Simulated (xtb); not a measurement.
C₄H₃ClF₂, SMILES C(=C(\Cl)C(F)=C)/F. All values are semi-empirical tight-binding results from xtb (GFN2-xTB unless named), good for trends rather than for accurate numbers. Coordinates come from a GFN2-xTB optimisation. The structure was generated by enumeration; whether it is a known compound was not checked. Other conformers were not sampled.

Optimised geometry:

Bond lengths (Å): C1–C2 1.327, C1–H8 1.075, C1–H9 1.072, C2–F3 1.347, C2–C4 1.459, C4–Cl5 1.724, C4–C6 1.337, C6–F7 1.330, C6–H10 1.080. Angles (°): C2–C1–H8 120.2, C2–C1–H9 121.4, H8–C1–H9 118.4, C1–C2–F3 119.2, C1–C2–C4 127.1, F3–C2–C4 113.7, C2–C4–Cl5 116.0, C2–C4–C6 127.0, Cl5–C4–C6 117.0, C4–C6–F7 123.4, C4–C6–H10 123.8, F7–C6–H10 112.8.

The point group as xtb finds it is Cs and the orbital gap is 3.43 eV. The dipole moment is 2.20 D, the zero-point energy is 36.5 kcal/mol and the G − E(el) at 298.15 K (modified RRHO) is 16.4 kcal/mol. The static polarisability (D4 model) is 63.8 bohr³ and the solvation energy, GFN2-xTB/ALPB(water) is -2.7 kcal/mol. The solvation energy, GFN2-xTB/ALPB(ether) comes out as -5.7 kcal/mol.

Computed atomic charges and the Wiberg bond orders between heavy atoms:
charges (e) C1 -0.11, C2 0.18, F3 -0.20, C4 0.06, Cl5 -0.13, C6 0.12, F7 -0.17, H8 0.08, H9 0.08, H10 0.08. Bond orders C1–C2 1.81, C2–F3 0.97, C2–C4 1.07, C4–Cl5 0.99, C4–C6 1.73, C6–F7 1.01.
